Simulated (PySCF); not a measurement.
PySCF input (BP86/def2-TZVPD):

```python
from pyscf import gto, scf, dft

mol = gto.M(
    atom='''
    Sn   -0.04620228   -0.01620624    0.40051657
    O     0.68891917   -1.35608434   -1.04901121
    H     1.40913635   -0.90247062   -1.49994953
    O    -0.48307532    1.45073937   -1.03879882
    H    -0.74577316    0.95554253   -1.82339883
    ''',
    basis='def2-tzvpd',
    ecp='def2-tzvp',
    charge=-1,
    spin=1,
    verbose=4,
)

mf = dft.UKS(mol, xc='bp86').density_fit(auxbasis='def2-universal-jkfit')
mf.grids.level = 3
mf.conv_tol = 1e-9
mf.max_cycle = 100
mf.max_memory = 1500
mf.kernel()
if not mf.converged:
    mf = mf.newton()
    mf.kernel(mf.make_rdm1())
for _ in range(2):
    mo, _, stable, _ = mf.stability(return_status=True)
    if stable:
        break
    mf.kernel(mf.make_rdm1(mo, mf.mo_occ))
mf.analyze()
```

End of the output:

```
Extra cycle  E= -366.233149238445  delta_E= 1.75e-10  |g|= 2.66e-05  |ddm|= 6.5e-05
converged SCF energy = -366.233149238445  <S^2> = 0.75257745  2S+1 = 2.0025758
uhf_internal: lowest eigs of H = [0.52096143 0.52482911 0.52630799]
<class 'pyscf.df.df_jk.DFUKS'> wavefunction is stable in the internal stability analysis
**** SCF Summaries ****
Total Energy =                        -366.233149238445094
Nuclear Repulsion Energy =             120.700924225628526
One-electron Energy =                 -834.652490214139107
Two-electron Energy =                  347.718416750065501
Two-electron Coulomb Energy =          384.010484572627263
DFT Exchange-Correlation Energy =      -36.292067822561769
HOMO-LUMO gap [eV] =                     0.956609650860459
**** MO energy ****
                             alpha | beta                alpha | beta
MO #1   energy= -18.5590637977479  | -18.5584259103995  occ= 1 | 1
MO #2   energy= -18.5563913246291  | -18.5552527644377  occ= 1 | 1
MO #3   energy= -4.68098002396692  | -4.68012498516723  occ= 1 | 1
MO #4   energy= -3.06152358055505  | -3.06126959649858  occ= 1 | 1
MO #5   energy= -3.06044584920996  | -3.05841151915035  occ= 1 | 1
MO #6   energy= -3.05858339047008  | -3.05814473101072  occ= 1 | 1
MO #7   energy= -0.737801123887498 | -0.737282539499046 occ= 1 | 1
MO #8   energy= -0.729495024143295 | -0.726022060339745 occ= 1 | 1
MO #9   energy= -0.723334193615869 | -0.721127091921667 occ= 1 | 1
MO #10  energy= -0.72143855883553  | -0.720078210823579 occ= 1 | 1
MO #11  energy= -0.72089451412081  | -0.717776605166392 occ= 1 | 1
MO #12  energy= -0.674885775041279 | -0.672522874091236 occ= 1 | 1
MO #13  energy= -0.656028179736506 | -0.654586696000891 occ= 1 | 1
MO #14  energy= -0.246968029019477 | -0.240853425929181 occ= 1 | 1
MO #15  energy= -0.21098356547196  | -0.209307019814339 occ= 1 | 1
MO #16  energy= -0.160778768849614 | -0.155480914630772 occ= 1 | 1
MO #17  energy= -0.0900463131789451 | -0.0871781766833657 occ= 1 | 1
MO #18  energy= -0.0751198143686843 | -0.0708566019326291 occ= 1 | 1
MO #19  energy= -0.0569864810950866 | -0.0542453229931791 occ= 1 | 1
MO #20  energy= -0.0456762922583958 | -0.0390732247791462 occ= 1 | 1
MO #21  energy= 0.0611440450757748 | 0.0962988016235435 occ= 1 | 0
MO #22  energy= 0.115846386036464  | 0.119978565990342  occ= 0 | 0
MO #23  energy= 0.120767638794511  | 0.126821922865415  occ= 0 | 0
MO #24  energy= 0.132429580417421  | 0.138578454718742  occ= 0 | 0
MO #25  energy= 0.173283365462242  | 0.173927109953129  occ= 0 | 0
MO #26  energy= 0.173658693425278  | 0.187479161362332  occ= 0 | 0
MO #27  energy= 0.187025494741655  | 0.191778883183965  occ= 0 | 0
MO #28  energy= 0.193908614278579  | 0.201831543424995  occ= 0 | 0
MO #29  energy= 0.197878405747135  | 0.210076115090362  occ= 0 | 0
MO #30  energy= 0.203018376342494  | 0.212802704982311  occ= 0 | 0
MO #31  energy= 0.226407703779225  | 0.232339185548729  occ= 0 | 0
MO #32  energy= 0.230329639787464  | 0.233990157166893  occ= 0 | 0
MO #33  energy= 0.238152290324662  | 0.242288664178717  occ= 0 | 0
MO #34  energy= 0.248911408244692  | 0.250979300715303  occ= 0 | 0
MO #35  energy= 0.250758190958603  | 0.251229704213886  occ= 0 | 0
MO #36  energy= 0.279529998612128  | 0.286990448486719  occ= 0 | 0
MO #37  energy= 0.285854691143973  | 0.292176879696702  occ= 0 | 0
MO #38  energy= 0.289620345721154  | 0.299452485928356  occ= 0 | 0
MO #39  energy= 0.302758257965624  | 0.309866254202647  occ= 0 | 0
MO #40  energy= 0.311614693402312  | 0.319928573928357  occ= 0 | 0
MO #41  energy= 0.359467622242773  | 0.361210416240097  occ= 0 | 0
MO #42  energy= 0.376035080657563  | 0.379751214282278  occ= 0 | 0
MO #43  energy= 0.389528377037519  | 0.393215894124923  occ= 0 | 0
MO #44  energy= 0.393332215894663  | 0.397869701090576  occ= 0 | 0
MO #45  energy= 0.406259326618945  | 0.411033437433845  occ= 0 | 0
MO #46  energy= 0.428187581308438  | 0.439328239733593  occ= 0 | 0
MO #47  energy= 0.432677218277454  | 0.442926221957231  occ= 0 | 0
MO #48  energy= 0.44608847670023   | 0.449765687318068  occ= 0 | 0
MO #49  energy= 0.449235983680351  | 0.467910277117478  occ= 0 | 0
MO #50  energy= 0.466755393112559  | 0.478343503779838  occ= 0 | 0
MO #51  energy= 0.486971479037888  | 0.491492266239193  occ= 0 | 0
MO #52  energy= 0.49686526044941   | 0.506724075192087  occ= 0 | 0
MO #53  energy= 0.521710745862453  | 0.529161145899891  occ= 0 | 0
MO #54  energy= 0.550290129070728  | 0.555247348825766  occ= 0 | 0
MO #55  energy= 0.577537737060375  | 0.580686472019036  occ= 0 | 0
MO #56  energy= 0.592623922371765  | 0.595720149448004  occ= 0 | 0
MO #57  energy= 0.601438301497131  | 0.605897485678736  occ= 0 | 0
MO #58  energy= 0.620348763904321  | 0.624106392736451  occ= 0 | 0
MO #59  energy= 0.633617004140337  | 0.634663161601314  occ= 0 | 0
MO #60  energy= 0.654704616726523  | 0.661240427178534  occ= 0 | 0
MO #61  energy= 0.691498275104895  | 0.696673053558214  occ= 0 | 0
MO #62  energy= 0.708552001706611  | 0.712788247000554  occ= 0 | 0
MO #63  energy= 0.716269619144245  | 0.719090542285799  occ= 0 | 0
MO #64  energy= 0.752982577465716  | 0.762730799505238  occ= 0 | 0
MO #65  energy= 0.794712491333872  | 0.798965195345321  occ= 0 | 0
MO #66  energy= 0.820337813112268  | 0.825402875850379  occ= 0 | 0
MO #67  energy= 0.848596074914456  | 0.851536246273863  occ= 0 | 0
MO #68  energy= 0.864161044842518  | 0.88135406401078   occ= 0 | 0
MO #69  energy= 0.881499298974733  | 0.895421828497065  occ= 0 | 0
MO #70  energy= 0.890012171260503  | 0.899203923706717  occ= 0 | 0
MO #71  energy= 0.921215667974124  | 0.931924967302693  occ= 0 | 0
MO #72  energy= 0.930570870107822  | 0.940137531598975  occ= 0 | 0
MO #73  energy= 0.969329401557406  | 0.975959565599371  occ= 0 | 0
MO #74  energy= 1.02264759260153   | 1.03008663690539   occ= 0 | 0
MO #75  energy= 1.04649624799838   | 1.04945685082237   occ= 0 | 0
MO #76  energy= 1.06644815359249   | 1.07377119532013   occ= 0 | 0
MO #77  energy= 1.1102935269386    | 1.11237392743695   occ= 0 | 0
MO #78  energy= 1.11667705996059   | 1.12921370299614   occ= 0 | 0
MO #79  energy= 1.12812254054303   | 1.13781115374265   occ= 0 | 0
MO #80  energy= 1.13539476380262   | 1.14274460354437   occ= 0 | 0
MO #81  energy= 1.16190420424989   | 1.17200285750747   occ= 0 | 0
MO #82  energy= 1.17581594899938   | 1.19218736587788   occ= 0 | 0
MO #83  energy= 1.22342753466978   | 1.2331776044029    occ= 0 | 0
MO #84  energy= 1.24000838807078   | 1.24536057159838   occ= 0 | 0
MO #85  energy= 1.33125553452422   | 1.34472153273879   occ= 0 | 0
MO #86  energy= 1.36303929300375   | 1.37991761241588   occ= 0 | 0
MO #87  energy= 1.37769238363977   | 1.3913651743979    occ= 0 | 0
MO #88  energy= 1.4061834672493    | 1.41207335040595   occ= 0 | 0
MO #89  energy= 1.42448893828539   | 1.42751915332661   occ= 0 | 0
MO #90  energy= 1.69436081971124   | 1.69523057189953   occ= 0 | 0
MO #91  energy= 1.7325434198407    | 1.73356698890285   occ= 0 | 0
MO #92  energy= 1.77945670472618   | 1.78119139685157   occ= 0 | 0
MO #93  energy= 1.82023285771792   | 1.82163461319855   occ= 0 | 0
MO #94  energy= 1.90115563011152   | 1.90274036124223   occ= 0 | 0
MO #95  energy= 1.90938455910527   | 1.91212491295526   occ= 0 | 0
MO #96  energy= 1.92594759179944   | 1.92745318721391   occ= 0 | 0
MO #97  energy= 1.98779459919319   | 1.98922474283812   occ= 0 | 0
MO #98  energy= 2.07858823908806   | 2.08209787677283   occ= 0 | 0
MO #99  energy= 2.24509782686303   | 2.24669554209686   occ= 0 | 0
MO #100 energy= 2.25887555887378   | 2.2598088198879    occ= 0 | 0
MO #101 energy= 2.2764912613265    | 2.27855684385284   occ= 0 | 0
MO #102 energy= 2.35790815434864   | 2.35900098616939   occ= 0 | 0
MO #103 energy= 2.37000534826127   | 2.37129319727089   occ= 0 | 0
MO #104 energy= 2.47949897936395   | 2.48576805111942   occ= 0 | 0
[...]
```
